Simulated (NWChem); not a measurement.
Molecule: BeHSI; SMILES [Be]([SH])[I]

```xyz
4

Be     0.0156     1.1852     0.0000
I     -0.0791    -0.9839     0.0000
S      0.1139     3.0885     0.0000
H     -1.2343     3.2162     0.0000
```
Atoms are numbered in this order, from 1.

Level: PBE0/def2-SVP with def2 effective core potentials on I (NWChem), optimised geometry, unscaled harmonic frequencies. def2 effective core potentials on I; no spin-orbit coupling.

Q: List the harmonic frequencies with IR intensities, and the thermochemistry.

A: 
| frequency (cm⁻¹) | IR intensity (km/mol) |
|---|---|
| 179 | 19.6 |
| 196 | 12.3 |
| 265 | 1.1 |
| 629 | 1.5 |
| 978 | 328.0 |
| 2697 | 3.0 |

```json
{
 "zero_point_energy": "7.1 kcal/mol",
 "thermal correction to the enthalpy at 298.15 K (with zero-point energy)": "10.6 kcal/mol",
 "heat capacity Cv": "12.8 cal/(mol K)",
 "entropy at 298.15 K and 1 atm (symmetry number 1)": "72.2 cal/(mol K)"
}
```

Rigid rotor and harmonic oscillator.
